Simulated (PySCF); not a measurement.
Match the calculated data to a structure.

All candidates are C3H12O2Si2.

- NMR, other nuclei: isotropic shieldings of nuclei other than C and H, by class: 272 (1 O), 314 (1 O), 388 (1 Si), 427 (1 Si) ppm [GIAO PBE0/pcSseg-1]
- UV, first state: lowest singlet excitation: 7.19 eV (172 nm, f = 0.012) [TDDFT PBE0/def2-SVPD]
- 13C NMR: chemical shifts (computed TMS as zero) by class: 65.2 (1 C), 52.6 (1 C), 18.2 (1 C) ppm [GIAO PBE0/pcSseg-1]
- Rotational structure: rotational constants A, B, C: 7.481, 0.559, 0.538 GHz [GFN2-xTB]
- 1H NMR: chemical shifts (computed TMS as zero) by class: 4.87 (2 H), 4.14 (2 H), 3.87 (3 H), 3.76 (3 H), 1.19 (2 H) ppm [GIAO PBE0/pcSseg-1]
- Polarisability: 97.2 au [PBE0/def2-SVPD]
- UV, strongest line: among the 6 lowest singlet transitions: S2 at 7.42 eV (167 nm, f = 0.020) [TDDFT PBE0/def2-SVPD]

The electronic properties come from PySCF, for the isolated species, density fitting. Levels stand in brackets. One conformer (not necessarily the lowest) at the GFN2-xTB geometry, without solvent, vibrations or thermal averaging. NMR classes are plain means over equivalent atoms (diastereotopic ones count apart unless rotation or inversion swaps them), as if these changed places fast.

Question: Which candidate is it?
A. `CCCO[SiH2]O[SiH3]`
B. `CO[SiH2]OCC[SiH3]`
C. `CC(C)O[SiH2]O[SiH3]`
D. `CCO[Si@@H]([SiH3])OC`

Answer: B. It is `CO[SiH2]OCC[SiH3]`. Numbering: `[CH3:1][O:2][SiH2:3][O:4][CH2:5][CH2:6][SiH3:7]`. Its formula, C3H12O2Si2, gives 0 degrees of unsaturation, so no ring and no π bond. 3 carbons fall into 3 classes; from least to most shielded: sp3 carbon bound to oxygen [C5] (65.2 ppm), methoxy carbon [C1] (52.6 ppm), sp3 carbon bound to silicon [C6] (18.2 ppm). Hydrogen classes from least to most shielded: 2 H on an oxygen-bound silicon, Si3 (4.87 ppm), 2 H on an sp3 carbon bound to oxygen, C5 (4.14 ppm), 3 H on a methoxy carbon, C1 (3.87 ppm), 3 H on an SiH3 silicon, Si7 (3.76 ppm), 2 H on an sp3 carbon bound to silicon, C6 (1.19 ppm, a mean of values up to 0.5 ppm apart in this geometry). The other shieldings belong to: 272 ppm, silyl ether oxygen [O4]; 314 ppm, silyl ether oxygen [O2]; 388 ppm, oxygen-bound silicon [Si3]; 427 ppm, SiH3 silicon [Si7]. The optimised geometry has point group C1 and is an asymmetric top.

The others, at the same levels:
- `CCCO[SiH2]O[SiH3]` fails: its computed 13C shifts are 64.5 (1 C), 30.1 (1 C), 13.3 (1 C) ppm, 1H shifts are 5.20 (3 H), 4.95 (2 H), 3.91 (2 H), 1.56 (2 H), 1.08 (3 H) ppm and rotational constant A is 3.258 GHz (against 7.481 GHz).
- `CCO[Si@@H]([SiH3])OC` fails: its computed 13C shifts are 59.7 (1 C), 52.2 (1 C), 20.4 (1 C) ppm, 1H shifts are 5.23 (1 H), 3.87 (3 H), 3.86 (1 H), 3.86 (1 H), 3.22 (3 H), 1.35 (3 H) ppm and rotational constant A is 1.947 GHz (against 7.481 GHz).
- `CC(C)O[SiH2]O[SiH3]` fails: its computed lowest singlet excitation is 6.94 eV (179 nm, f = 0.002) (against 7.19 eV), static isotropic polarisability is 93.7 au (against 97.2 au) and rotational constant A is 3.397 GHz (against 7.481 GHz).

Each candidate is one conformer, not necessarily the lowest. The conformers computed, where there is a choice (atom-mapped SMILES and torsion angles):
- `[CH3:1][O:2][SiH2:3][O:4][CH2:5][CH2:6][SiH3:7]`: C1–O2–Si3–O4 60°, O2–Si3–O4–C5 -179°, Si3–O4–C5–C6 -54°, O4–C5–C6–Si7 -178°
- `[CH3:1][CH2:2][CH2:3][O:4][SiH2:5][O:6][SiH3:7]`: C1–C2–C3–O4 65°, C2–C3–O4–Si5 -121°, C3–O4–Si5–O6 172°, O4–Si5–O6–Si7 14°
- `[CH3:1][CH2:2][O:3][Si@@H:4]([SiH3:5])[O:6][CH3:7]`: C1–C2–O3–Si4 174°, C2–O3–Si4–Si5 60°, O3–Si4–O6–C7 -65°
- `[CH3:1][CH:2]([CH3:3])[O:4][SiH2:5][O:6][SiH3:7]`: C1–C2–O4–Si5 -121°, C2–O4–Si5–O6 -177°, O4–Si5–O6–Si7 4°
